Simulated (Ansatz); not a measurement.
Born–Oppenheimer molecular dynamics of a periodic cell of 18 atoms, H11C2NO4 (contents 4 H2O + 1 CH3CN, density as packed 0.91 g/cm³ with natural masses). It starts from a partly relaxed structure (largest force component 0.21 eV/Å).

All numbers below come from DFT PBE, scalar-relativistic, plane waves, PAW (Ansatz 0.2.0). Settings: accuracy low, cutoff 420 eV, k mesh 1x1x1, fermi-dirac smearing 0.02 eV, no spin polarisation.

```
ensemble        : NVT, Langevin thermostat
time step       : 0.75 fs
steps asked     : 300
set temperature : 300 K
friction        : 0.02 /fs
seed            : 607786
```

Frames 15 fs apart, positions in Å.

Velocities at 37.5 fs (Å/ps):

```
O -1.35 -4.95 -1.99
H 13.69 2.18 1.95
H -11.22 -20.92 -13.39
O 7.95 -2.18 3.84
H 2.15 15.96 1.96
H -14.77 -4.60 2.21
O -6.27 -4.86 4.63
H -16.05 7.36 -17.62
H -20.67 4.21 3.86
O 6.26 0.39 -2.25
H -2.21 3.45 9.40
H 2.07 -21.08 -14.66
C 3.25 -2.70 -4.45
C -3.32 2.62 -2.99
N 4.38 4.05 3.31
H 0.18 16.34 8.46
H -2.69 11.76 14.36
H -11.31 -2.40 7.30
```

```xyz
18
Lattice="5.9155 0.0000 0.0000 0.0000 5.9155 0.0000 0.0000 0.0000 5.9155" Properties=species:S:1:pos:R:3 time_fs=37.5 energy_less_start_eV=0.556 T=212
O 5.627 1.047 4.366
H 6.294 1.081 3.655
H 4.894 1.590 4.064
O 4.019 3.444 3.127
H 4.510 4.105 2.607
H 3.148 3.323 2.583
O 2.279 5.772 4.016
H 2.565 6.002 4.913
H 2.682 4.876 3.943
O 4.172 6.064 1.360
H 3.609 6.623 1.941
H 4.657 6.617 0.679
C 6.053 4.280 5.581
C 6.992 3.687 6.481
N 7.803 3.249 7.209
H 6.183 5.354 5.590
H 6.207 3.925 4.540
H 5.059 4.144 5.874
18
Lattice="5.9155 0.0000 0.0000 0.0000 5.9155 0.0000 0.0000 0.0000 5.9155" Properties=species:S:1:pos:R:3 time_fs=52.5 energy_less_start_eV=0.588 T=204
O 5.629 0.988 4.320
H 6.370 0.874 3.721
H 4.985 1.500 3.771
O 4.072 3.409 3.155
H 4.425 4.127 2.620
H 3.309 3.149 2.652
O 2.203 5.751 4.077
H 2.544 6.113 4.959
H 2.770 4.932 3.963
O 4.230 6.057 1.342
H 3.794 6.769 1.790
H 4.848 6.532 0.772
C 6.033 4.252 5.622
C 6.992 3.677 6.477
N 7.811 3.267 7.220
H 6.177 5.349 5.585
H 6.241 3.894 4.627
H 4.971 3.890 5.857
18
Lattice="5.9155 0.0000 0.0000 0.0000 5.9155 0.0000 0.0000 0.0000 5.9155" Properties=species:S:1:pos:R:3 time_fs=67.5 energy_less_start_eV=0.549 T=271
O 5.592 0.967 4.259
H 6.324 0.540 3.839
H 5.363 1.756 3.699
O 4.052 3.381 3.145
H 4.447 4.200 2.746
H 3.250 3.248 2.506
O 2.189 5.784 4.147
H 2.608 6.211 4.880
H 2.807 5.199 3.789
O 4.235 6.032 1.311
H 3.696 6.762 1.689
H 5.006 6.492 0.937
C 5.994 4.168 5.666
C 7.012 3.631 6.516
N 7.886 3.218 7.209
H 6.059 5.258 5.599
H 6.100 3.741 4.609
H 5.009 3.885 6.058
18
Lattice="5.9155 0.0000 0.0000 0.0000 5.9155 0.0000 0.0000 0.0000 5.9155" Properties=species:S:1:pos:R:3 time_fs=82.5 energy_less_start_eV=0.502 T=272
O 5.511 0.956 4.196
H 6.411 0.538 4.046
H 5.570 1.858 3.943
O 4.068 3.318 3.106
H 4.502 4.051 2.650
H 3.355 3.200 2.476
O 2.200 5.791 4.171
H 2.870 6.257 4.720
H 2.726 5.038 3.767
O 4.148 6.019 1.276
H 3.602 6.661 1.797
H 4.835 6.570 0.826
C 5.958 4.105 5.752
C 7.067 3.608 6.513
N 7.874 3.152 7.233
H 6.100 5.186 5.706
H 5.948 3.710 4.750
H 4.992 3.882 6.190
18
Lattice="5.9155 0.0000 0.0000 0.0000 5.9155 0.0000 0.0000 0.0000 5.9155" Properties=species:S:1:pos:R:3 time_fs=97.5 energy_less_start_eV=0.479 T=291
O 5.507 0.947 4.121
H 6.480 0.784 4.180
H 5.404 1.914 3.968
O 4.063 3.334 3.085
H 4.538 4.058 2.667
H 3.353 3.073 2.368
O 2.252 5.784 4.209
H 3.031 6.073 4.737
H 2.474 4.901 3.845
O 4.036 6.039 1.262
H 3.950 6.331 2.162
H 4.445 6.761 0.754
C 5.929 4.097 5.835
C 7.049 3.592 6.559
N 7.875 3.079 7.222
H 5.892 5.164 5.601
H 5.861 3.576 4.881
H 5.009 3.869 6.451
18
Lattice="5.9155 0.0000 0.0000 0.0000 5.9155 0.0000 0.0000 0.0000 5.9155" Properties=species:S:1:pos:R:3 time_fs=112.5 energy_less_start_eV=0.633 T=348
O 5.554 0.951 4.038
H 6.501 1.072 3.878
H 5.071 1.614 3.507
O 4.019 3.371 3.068
H 4.524 4.144 2.795
H 3.303 3.250 2.479
O 2.283 5.730 4.228
H 2.897 5.751 4.951
H 2.421 4.855 3.912
O 3.912 6.093 1.237
H 4.220 6.220 2.174
H 4.454 6.752 0.744
C 5.854 4.058 5.831
C 6.994 3.542 6.582
N 7.896 3.038 7.163
H 6.119 5.090 5.635
H 5.726 3.527 4.811
H 4.927 3.954 6.387
18
Lattice="5.9155 0.0000 0.0000 0.0000 5.9155 0.0000 0.0000 0.0000 5.9155" Properties=species:S:1:pos:R:3 time_fs=127.5 energy_less_start_eV=0.844 T=377
O 5.573 0.953 3.938
H 6.514 0.966 3.611
H 5.038 1.652 3.546
O 3.964 3.408 3.111
H 4.309 4.359 3.022
H 3.239 3.264 2.310
O 2.376 5.587 4.224
H 2.451 5.587 5.255
H 2.616 4.624 3.973
O 3.829 6.252 1.251
H 4.201 6.321 2.148
H 4.575 6.405 0.661
C 5.895 4.021 5.809
C 6.881 3.393 6.559
N 7.835 3.046 7.120
H 6.080 5.096 5.516
H 5.751 3.485 4.898
H 4.938 3.981 6.402
18
Lattice="5.9155 0.0000 0.0000 0.0000 5.9155 0.0000 0.0000 0.0000 5.9155" Properties=species:S:1:pos:R:3 time_fs=142.5 energy_less_start_eV=0.797 T=352
O 5.576 0.926 3.821
H 6.473 0.717 3.538
H 5.551 1.918 3.795
O 3.902 3.425 3.199
H 4.233 4.257 2.847
H 3.380 3.129 2.428
O 2.407 5.490 4.245
H 2.180 5.718 5.165
H 2.806 4.621 4.296
O 3.796 6.388 1.292
H 4.138 6.486 2.207
H 4.613 6.231 0.790
C 5.767 3.944 5.687
C 6.890 3.403 6.482
N 7.779 3.007 7.157
H 6.143 4.969 5.447
H 5.557 3.376 4.711
H 4.766 4.085 6.242
18
Lattice="5.9155 0.0000 0.0000 0.0000 5.9155 0.0000 0.0000 0.0000 5.9155" Properties=species:S:1:pos:R:3 time_fs=157.5 energy_less_start_eV=0.626 T=354
O 5.606 0.925 3.769
H 6.520 0.675 3.601
H 5.540 1.893 3.770
O 3.881 3.422 3.278
H 4.364 4.061 2.717
H 3.161 3.078 2.610
O 2.378 5.462 4.281
H 2.589 5.923 5.085
H 2.938 4.650 4.246
O 3.733 6.473 1.334
H 4.079 6.673 2.238
H 4.527 6.477 0.767
C 5.734 3.898 5.662
C 6.858 3.465 6.417
N 7.688 3.001 7.108
H 5.844 4.853 5.204
H 5.586 3.196 4.866
H 4.852 3.725 6.281
18
Lattice="5.9155 0.0000 0.0000 0.0000 5.9155 0.0000 0.0000 0.0000 5.9155" Properties=species:S:1:pos:R:3 time_fs=172.5 energy_less_start_eV=0.871 T=310
O 5.645 0.875 3.774
H 6.661 0.759 3.679
H 5.394 1.655 3.297
O 3.834 3.413 3.323
H 4.290 4.107 2.825
H 3.076 3.168 2.786
O 2.344 5.473 4.316
H 3.035 5.751 4.966
H 2.781 4.762 3.800
O 3.687 6.468 1.379
H 4.060 6.610 2.260
H 4.287 6.977 0.798
C 5.662 3.855 5.647
C 6.824 3.591 6.407
N 7.652 3.089 7.071
H 5.764 4.899 5.222
H 5.568 3.173 4.873
H 4.699 3.993 6.150
18
Lattice="5.9155 0.0000 0.0000 0.0000 5.9155 0.0000 0.0000 0.0000 5.9155" Properties=species:S:1:pos:R:3 time_fs=187.5 energy_less_start_eV=0.917 T=226
O 5.657 0.857 3.770
H 6.551 0.585 3.763
H 5.634 1.533 3.076
O 3.783 3.416 3.321
H 4.478 3.983 2.914
H 3.185 3.111 2.528
O 2.303 5.552 4.373
H 3.087 5.600 4.938
H 2.576 4.801 3.831
O 3.729 6.437 1.359
H 3.949 6.545 2.307
H 3.789 7.278 0.893
C 5.597 3.991 5.609
C 6.741 3.531 6.439
N 7.706 3.205 7.034
H 5.799 4.905 5.116
H 5.289 3.107 4.915
H 4.799 3.980 6.407
18
Lattice="5.9155 0.0000 0.0000 0.0000 5.9155 0.0000 0.0000 0.0000 5.9155" Properties=species:S:1:pos:R:3 time_fs=202.5 energy_less_start_eV=0.588 T=287
O 5.683 0.808 3.757
H 6.627 0.553 4.077
H 5.955 1.529 3.137
O 3.751 3.422 3.265
H 4.505 3.958 2.990
H 3.220 3.270 2.498
O 2.269 5.603 4.384
H 2.843 5.926 5.084
H 2.655 4.748 4.022
O 3.783 6.441 1.330
H 3.934 6.488 2.283
H 3.270 7.260 1.173
C 5.592 3.996 5.780
C 6.758 3.511 6.441
N 7.758 3.264 6.979
H 5.943 4.984 5.352
H 5.255 3.378 4.995
H 4.708 4.350 6.310
```

Of the whole run (225 fs, mean temperature of the second half 330 K): A run of 0.23 ps of so small a system gives no equilibrium averages. Limits of this set-up: coarse k mesh, low accuracy level.

The run took 2.3 min on 1 thread of AMD EPYC 9R14 (Zen 4) (shared host), peak memory 0.39 GiB.
